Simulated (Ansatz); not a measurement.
Input file for Ansatz (an electronic-structure program): R-wB97M-V/def2-TZVPP on CdH2O (SMILES [OH][CdH]), atoms moved off the minimum. Elements past Kr take the def2 small-core potentials; no spin–orbit coupling.

Ansatz 0.2 input:
```yaml
crystal:
  periodic: [false, false, false]
  atoms:
    - {symbol: Cd, position_ang: [-0.21193502, -0.16216670, 0.00133542]}
    - {symbol: H, position_ang: [-1.84805494, -0.66661254, -0.22979174]}
    - {symbol: O, position_ang: [1.64285991, 0.44352676, 0.11076583]}
    - {symbol: H, position_ang: [1.72692899, 1.48127258, 0.33100663]}
basis:
  gaussian:
    orbitals: def2-TZVPP
hamiltonian:
  xc: {name: wB97M-V}
scf: {lower_state_search: off}
output: {forces: true}
```

Task: Give the final energy of this run.

Result: -244.1148 hartree.

Task: How many basis functions does it have, and what does it roughly cost on one machine?

Result: 115 functions; about 7 core-seconds (a rough figure).
